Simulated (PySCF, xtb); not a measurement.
Li(OH) (HLiO), SMILES [Li][OH].

Harmonic wavenumbers (cm⁻¹) from xtb 6.7.1 with GFN2-xTB at its own minimum, in rising order: 422, 422, 918, 3802.

Task: What does r2SCAN-D4/def2-TZVPD run with PySCF 2.14.0 give at its own minimum? (The exact figures need the calculation; the answer reports its results.)

Result: 279, 279, 947, 3987. Paired by order, the mean absolute difference is 125 cm⁻¹ and the zero-point energies are 8.0 and 7.9 kcal/mol.
